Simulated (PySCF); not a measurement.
Cd⁺ (cadmium, charge +1) across methods

[Kr] 4d9 5s1 5p1, one real determinant (an excited configuration). Computed with PySCF 2.14 in x2c-QZVPPall with one added diffuse shell each of s, p, d, f, g type (14s9p8d5f3g, 143 functions), with the spin-free X2C one-electron Hamiltonian (Gaussian nucleus).

| method | E (hartree) | mean ε 4d β (eV) | mean ε 5s α (eV) | mean ε 5p α (eV) | Σ⟨r²⟩ (bohr²) | ⟨S²⟩ |
| --- | --- | --- | --- | --- | --- | --- |
| PBE0 | -5592.87 | -27.615 | -17.209 | -10.861 | 44.67 | 3.751 |
| r2SCAN | -5593.22 | -25.761 | -16.439 | -10.203 | 44.49 | 3.752 |
| LDA | -5587.53 | -25.492 | -16.413 | -10.002 | 44.65 | 3.751 |
| UHF | -5590.66859 | -33.455 | -19.810 | -13.277 | 45.13 | 3.753 |
| PBE | -5592.79 | -25.314 | -16.125 | -9.919 | 44.78 | 3.751 |

⟨L²⟩ = 8.02 against 12 for a pure F term, so this real determinant mixes terms.
